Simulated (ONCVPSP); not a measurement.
**Scattering properties, ONCV potential for copper**

```json
{"Element": "copper (Cu)", "Generator": "ONCVPSP 4.0.1", "Type": "optimised norm-conserving Vanderbilt (ONCV)", "Functional": "PBE", "Relativity": "scalar-relativistic", "Frozen core": "[Ne]", "Valence charge": "19", "Reference configuration": "3s2 3p6 3d10 4s0.5 (charge +0.5)", "Partial waves": "3s+4s: rc 1.35 bohr, ncon 4, nbas 7, qcut 6.7 1/bohr, 2 projectors; 3p: rc 0.95 bohr, ncon 4, nbas 7, qcut 14.1 1/bohr, 2 projectors, debl 3.5 Ha; 3d: rc 0.85 bohr, ncon 4, nbas 8, qcut 14.9 1/bohr, 2 projectors, debl 2.4 Ha", "Local potential": "polynomial inside 0.85 bohr (lpopt 4, dvloc0 -1 Ha)", "Core correction": "Teter function fitted to the true core (icmod 2), fcfact 0.3"}
```

The phase is arctan(r·R′/R) of the radial function R(r), unwrapped; energies in Ha, scanned from -6 to 5 Ha. A pole is an energy at which the radial function vanishes at the test radius. The pseudo phase is shifted by a multiple of π to meet the all-electron one at the reference energy, and phase errors are pseudo minus all-electron; the curves can meet again beyond the range given. Levels narrower than the energy grid can be missing from the lists of poles.

For each channel, where are the poles, and over which energies does the pseudopotential scatter like the atom?

```csv
channel,radius (bohr),reference energy (Ha),"poles, all-electron","poles, pseudo",unbroken range about the reference energy with phases within 0.05 rad,phase error 1 Ha above the reference energy (rad)
s,1.37,-0.30,-4.05,-4.05,the whole range,-0.001
p,0.96,-2.80,-0.00,-0.00,the whole range,-0.000
d,0.86,-0.34,3.40,3.40,the whole range,+0.000
```

Phases in the p channel:

| E (Ha) | all-electron | pseudo |
| --- | --- | --- |
| -5.96 | 0.586 | 0.586 |
| -5.40 | 0.311 | 0.311 |
| -4.84 | -0.076 | -0.076 |
| -4.28 | -0.504 | -0.504 |
| -3.72 | -0.849 | -0.849 |
| -3.16 | -1.084 | -1.084 |
| -2.60 | -1.240 | -1.240 |
| -2.04 | -1.349 | -1.349 |
| -1.48 | -1.429 | -1.429 |
| -0.92 | -1.492 | -1.492 |
| -0.36 | -1.542 | -1.542 |
| 0.20 | -1.586 | -1.586 |
| 0.76 | -1.624 | -1.624 |
| 1.32 | -1.660 | -1.660 |
| 1.88 | -1.694 | -1.694 |
| 2.44 | -1.728 | -1.728 |
| 3.00 | -1.762 | -1.762 |
| 3.56 | -1.800 | -1.800 |
| 4.12 | -1.841 | -1.841 |
| 4.68 | -1.888 | -1.888 |
